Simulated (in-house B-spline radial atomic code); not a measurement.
Ce²⁺: [Kr] 4d10 (4f5/2)2 5s2 (5p1/2)1 (5p3/2)4 (9d5/2)1 (an excited or competing configuration)

Method: Dirac-Hartree-Fock, average of the jj configuration, Fermi nucleus of rms radius 4.8771 fm. Calculated with an all-electron radial atomic-structure program (B-spline basis).

Effective charges: Z_r = [3n² - l(l+1)]/(2<r>) from the radius, Z_e = n√(-2ε) from the energy, and Slater's rules. Values are occupation-weighted means over j. An effective charge above Z reflects the relativistic contraction of the inner shells.

```
shell  electrons   ε (eV)  <r> (bohr)    Z_r    Z_e  Slater
   1s          2   -40697     0.02457  61.05  54.69   57.70
   2s          2  -6638.4      0.1046  57.35  44.18   53.85
   2p          6  -5953.3     0.09214  54.26  41.84   53.85
   3s          2    -1488      0.2771  48.73  31.37   46.75
   3p          6  -1263.5      0.2752  45.42  28.91   46.75
   3d         10  -938.29      0.2528  41.53  24.91   36.85
   4s          2  -334.07      0.6385  37.59  19.82   30.25
   4p          6  -257.91      0.6762  34.01  17.42   30.25
   4d         10   -143.9      0.7504  27.98  13.01   18.85
   5s          2  -69.187       1.545  24.28  11.28   10.90
   5p          5  -48.315       1.764  20.69   9.42   10.90
   4f          2  -32.064       1.073  16.77   6.14   11.65
   9d          1  -2.6251       22.44   5.28   3.95    3.00
```

The least bound orbital is 9d5/2 at -2.625 eV, and it is also the most diffuse (<r> = 22.44 bohr).

For the 1s electron the small component carries 4.61 % of the norm, the zero-frequency Breit interaction raises the level by 109.5 eV, self-energy by 63.98 eV, and vacuum polarisation lowers it by 9.53 eV.
